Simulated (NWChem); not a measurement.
Molecule: CdSiH$_{4}$O; SMILES [OH][Cd][SiH3]

```xyz
7

Cd     0.0027    -0.3444    -0.0001
O      0.0705    -2.3215     0.0003
H     -0.7969    -2.7406     0.0000
Si     0.0072     2.1308     0.0001
H     -1.3925     2.6566    -0.0802
H      0.7665     2.6788    -1.1676
H      0.6275     2.6782     1.2475
```
Atoms are numbered in this order, from 1.

Results from NWChem. Medium grid unless said otherwise, to which SCAN and Minnesota functionals are sensitive. Coordinates come from a PBE0/def2-SVP optimisation. def2 effective core potentials on Cd; no spin-orbit coupling. Hybrids' shares of exact exchange are those that their runs print; pure functionals count as 0. The functionals differ in more than this share.

| row | share of exact exchange | orbital gap (eV) |
|---|---|---|
| PBE/def2-SVP | 0.00 | 4.40 |
| SCAN/def2-SVP | 0.00 | 4.91 |
| B3LYP/def2-SVP | 0.20 | 6.12 |
| PBE0/def2-SVP | 0.25 | withheld |
| PW6B95/def2-SVP | 0.28 | 6.76 |

Problem. Fit a straight line of the last column on the one before it, predict the withheld value, and compare with the run.

Solution. 
1. Means of the 4 shown rows: x = 0.120, y = 5.547. Slope Σ(x − x̄)(y − ȳ)/Σ(x − x̄)² = 0.4540/0.06080 = 7.467; intercept 4.651.
2. The shown rows scatter about the line by 0.181 (root mean square); the largest residual is +0.26, at SCAN/def2-SVP.
3. At x = 0.25 (PBE0/def2-SVP; inside the shown range) the line gives 6.52.
4. The run gives 6.64, +0.12 from the line, 0.7 times the scatter.
